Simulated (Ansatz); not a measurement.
`CC[N](CC)[Zr]([OH])([Cl])[O]C`, 24 atoms. The species carries charge 0 and has multiplicity 1. Correlated methods include outer-core shells of Zr, which these sets cover unevenly. Zr takes the def2 core potential. Hardware: A = 4 threads of an AMD EPYC 7R13 on a shared host and a share of an NVIDIA H100 80 GB; B = 4 threads of a server CPU on a shared host. Correlated methods freeze the cores.

How many basis functions does each run have, and how long does it take in Ansatz? RKS ωB97M-V/def2-SVP energy [B]; RKS PBE0-D4/def2-TZVPP energy [A]; RKS ωB97M-V/def2-TZVPP energy and forces [A]; RKS LC-ωPBE/def2-TZVPP energy [A]; RHF-CCSD(T)/def2-SVP energy [A]; RKS ωB97M-V/def2-QZVPP energy [A]; RKS SPW92 (LDA)/def2-TZVPP energy [A]; RKS PBE0-D4/def2-TZVP relaxation (66 steps) [A]; RKS PBE0-D4/def2-SVP energy [B]; RKS PBE0-D4/def2-QZVPP energy [A]; direct RPA on PBE orbitals/def2-TZVPP energy [A]; RHF-MP2/def2-QZVPP energy [A]. (An estimate is asked.)

The calculation gave: Other jobs shared the machine, so times are rough.

```json
{"level": "RKS PBE0-D4/def2-TZVPP", "job": "energy [A]", "functions": "542", "wall time": "8.5 s", "peak host memory (GiB)": "1.4"}
{"level": "RKS PBE0-D4/def2-QZVPP", "job": "energy [A]", "functions": "1027", "wall time": "10 s", "peak host memory (GiB)": "1.6"}
{"level": "RKS SPW92 (LDA)/def2-TZVPP", "job": "energy [A]", "functions": "542", "wall time": "11 s", "peak host memory (GiB)": "1.4"}
{"level": "direct RPA on PBE orbitals/def2-TZVPP", "job": "energy [A]", "functions": "542", "wall time": "11 s", "peak host memory (GiB)": "3.1"}
{"level": "RKS PBE0-D4/def2-SVP", "job": "energy [B]", "functions": "231", "wall time": "15 s", "peak host memory (GiB)": "1.4"}
{"level": "RKS ωB97M-V/def2-TZVPP", "job": "energy and forces [A]", "functions": "542", "wall time": "15 s", "peak host memory (GiB)": "1.4"}
{"level": "RKS ωB97M-V/def2-QZVPP", "job": "energy [A]", "functions": "1027", "wall time": "15 s", "peak host memory (GiB)": "1.8"}
{"level": "RHF-CCSD(T)/def2-SVP", "job": "energy [A]", "functions": "231", "wall time": "18 s", "peak host memory (GiB)": "1.4"}
{"level": "RKS LC-ωPBE/def2-TZVPP", "job": "energy [A]", "functions": "542", "wall time": "18 s", "peak host memory (GiB)": "1.4"}
{"level": "RKS ωB97M-V/def2-SVP", "job": "energy [B]", "functions": "231", "wall time": "34 s", "peak host memory (GiB)": "1.6"}
{"level": "RHF-MP2/def2-QZVPP", "job": "energy [A]", "functions": "1027", "wall time": "38 s", "peak host memory (GiB)": "13"}
{"level": "RKS PBE0-D4/def2-TZVP", "job": "relaxation (66 steps) [A]", "functions": "409", "wall time": "6.3 min", "peak host memory (GiB)": "1.4"}
```

LC-ωPBE has ω = 0.4 bohr⁻¹.
